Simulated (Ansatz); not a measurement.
`COBF` + `NBCN` → `CNBCN` + `OBF`  (substitution at a C–O bond)

Calculated with Ansatz (gas phase, PBE0-D4/def2-TZVP geometries, no zero-point term in ΔE). CCSD(T)/CBS is the MP2 limit (def2-TZVPP, def2-QZVPP) plus CCSD(T) − MP2 in def2-TZVPP, frozen cores. This one scheme is used for every species. One conformer a species, not always the lowest.

```csv
species,CCSD(T)/CBS(def2) energy (Eh)
`COBF`,-240.31409
`NBCN`,-176.50124
`CNBCN`,-215.75013
`OBF`,-201.07426
```

Problem. Work out ΔE.

Solution. ΔE = (-215.75013) + (-201.07426) − (-240.31409) − (-176.50124) = -0.00906 Eh = -0.25 eV.

Largest T1 diagnostic among the species: 0.013.

In def2-TZVPP, CCSD(T) changes the Hartree–Fock value by −0.10 eV (the triples alone add −0.01 eV) and MP2 by −0.12 eV.
